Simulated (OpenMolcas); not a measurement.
Consider [Cu2(μ-F)2(Cl)4]2-, a planar model complex in vacuum (2 bridging F, bridge angle 102°, metal-metal distance 2.96 Å, Cu–F 1.90 Å; typed geometry, not optimised).

```xyz
8

Cu    -1.4781     0.0000     0.0000
Cu     1.4781     0.0000     0.0000
F      0.0000     1.1970     0.0000
F      0.0000    -1.1970     0.0000
Cl    -3.1257     1.6476     0.0000
Cl    -3.1257    -1.6476     0.0000
Cl     3.1257     1.6476     0.0000
Cl     3.1257    -1.6476     0.0000
```

Give the energies of the total-spin states at CASSCF(2,2) on the singly occupied d orbitals (ANO-RCC-VDZP, scalar-relativistic DKH2, RICD, no spin-orbit coupling, OpenMolcas), and the exchange constant.

Local spins 1/2 and 1/2.

```csv
total S,E (cm⁻¹),"natural occupations, lowest and highest"
1,29.4,"1.000, 1.000"
0,0.0,"0.961, 1.039"
```

J = -14.7 cm⁻¹ (antiferromagnetic).

J is defined by H = −2J S1·S2, so negative values are antiferromagnetic. Wave-function values come from the highest and lowest total spin; broken-symmetry values use Yamaguchi's formula with the computed ⟨S²⟩. The active space holds the singly occupied metal orbitals alone, without bridging-ligand orbitals. No row is a measured value.
